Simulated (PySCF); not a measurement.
## The third ionisation energy along the alkali metals

Calculated with PySCF 2.14 from differences of total energies of unrestricted determinants, without spin-orbit coupling. Values in eV. The last column holds reference values (NIST; (s) semi-empirical, (t) theoretical, else measured). Unmarked ones compare directly (S terms, centres of terms, or small fine structure); those marked * lie between the lowest fine-structure levels and include a spin-orbit shift.

| element | configurations | UHF | MP2 (valence) | SCS-MP2 (valence) | CCSD (valence) | CCSD(T) (valence) | reference |
| --- | --- | --- | --- | --- | --- | --- | --- |
| K (def2-SVP, non-relativistic) | [Ne] 3s2 3p5 → [Ne] 3s2 3p4 | 46.918 | 47.227 | 47.233 | 47.263 | 47.264 | 45.803 (s) * |
| Rb (def2-SVP with the def2 core potential (28 electrons), ECP) | [Ar] 3d10 4s2 4p5 → [Ar] 3d10 4s2 4p4 | 38.297 | 38.589 | 38.592 | 38.630 | 38.634 | 39.247 (s) * |
| Cs (def2-SVP with the def2 core potential (46 electrons), ECP) | [Kr] 4d10 5s2 5p5 → [Kr] 4d10 5s2 5p4 | 32.504 | 32.697 | 32.700 | 32.728 | 32.730 | 33.195 (s) * |

"Valence" correlates the outer s and p shells and, in groups 3 to 12 and the f block, the outer d or f shell, open or full, or the next shell where the ion has no valence electron left; the wider scheme adds the next inner shell.
